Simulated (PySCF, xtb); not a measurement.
BrFGaH2N, SMILES [Ga]([F])([NH2])[Br].

GFN2-xTB run with xtb at its own geometry gives an orbital gap of 3.52 eV and a dipole moment of 4.60 D.

The structure is a stationary point at B3LYP-D3(BJ)/def2-SVP. The structure was generated by enumeration; whether it is a known compound was not checked. The values are those of a single conformer.

Q: What does B3LYP/def2-TZVP (PySCF) give? (An estimate is asked for; the answer gives what the named calculation found.)

A: gap 6.20 eV (levels -7.83 and -1.62 eV), dipole 2.87 D.
